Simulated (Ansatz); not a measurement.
```csv
atom,x (Å),y (Å),z (Å)
N,0.0000,0.0000,0.1299
H,0.0000,0.0000,-2.9884
```

Basis set: pcseg-2 (spherical functions). Charge 0, multiplicity 3.

Computed with Ansatz (development build ahead of 0.2.0); each method stands on the lowest determinant of its kind that the runs found.

**Question.** Give the atomization energy at this shape (free ground-state atoms in the same class of orbitals less the molecule, no zero-point energy) of triplet NH in separate pieces by r²SCAN (unrestricted), PBE0 (unrestricted).

**Answer.**

| method | atomization energy |
| --- | --- |
| r²SCAN (unrestricted) | 0.66 kcal/mol |
| PBE0 (unrestricted) | 0.37 kcal/mol |

Caution: charge can spread falsely over distant fragments; the shape is not the minimum; the unrestricted determinant is a mixture of spin states.
